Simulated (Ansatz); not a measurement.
Reaction (ligand exchange at a B–O bond): `[AlH2][O]B1CC1` + HBr → `BrB1CC1` + `[OH][AlH2]`

Isolated molecules relaxed with PBE0-D4/def2-TZVP in Ansatz; ΔE leaves out vibrations. CCSD(T)/CBS adds triple-zeta CCSD(T) − MP2 to the extrapolated MP2 energy (def2 sets, frozen cores). This one scheme is used for every species. DFT in def2-TZVPP. B3LYP here is the variant with VWN-RPA as its local correlation; programs differ in this. For Br outer-core shells are correlated without core-valence functions, which leaves a few kJ/mol of doubt a bond. Scalar relativity is left out up to krypton. One conformer a species, not always the lowest.

`[AlH2][O]B1CC1`:

Cartesian coordinates in Å:
```
Al -0.152 2.611 -0.946
O -0.060 1.029 -0.376
B 0.012 -0.212 0.076
C 0.865 -1.426 0.427
C -0.697 -1.449 0.615
H -0.341 2.805 -2.499
H -0.041 3.767 0.120
H 1.460 -1.452 1.336
H 1.265 -2.074 -0.348
H -1.253 -2.111 -0.044
H -1.058 -1.487 1.640
```

HBr:

Z-matrix (Å, degrees):
```
Br
H 1 1.420
```

`BrB1CC1`:

Z-matrix (Å, degrees):
```
C
B 1 1.513
C 1 1.559 2 59.0
H 1 1.086 2 120.3 3 105.4
H 1 1.086 2 120.3 3 -105.4
Br 2 1.873 1 149.0 3 180.0
H 3 1.086 1 117.1 2 -110.7
H 3 1.086 1 117.1 2 110.7
```

`[OH][AlH2]`:

```xyz
5

O     0.002    1.216    0.045
Al    0.209   -0.467    0.000
H    -0.851    1.643   -0.012
H    -1.056   -1.410   -0.142
H     1.696   -0.982    0.108
```

CCSD(T)/CBS gives +0.47 eV.

(1) Another level gave +0.45 eV. Which?
A. PBE/def2-TZVPP
B. B3LYP-D4/def2-TZVPP
C. CCSD/def2-TZVPP
D. HF/def2-TZVPP

Largest T1 diagnostic among the species: 0.013.

## Answers

(1) A. PBE 0.45, CCSD/def2-TZVPP 0.51, B3LYP-D4 0.57, HF/def2-TZVPP 0.65 eV.

In def2-TZVPP, CCSD(T) changes the Hartree–Fock value by −0.16 eV (the triples alone add −0.03 eV) and MP2 by −0.23 eV.
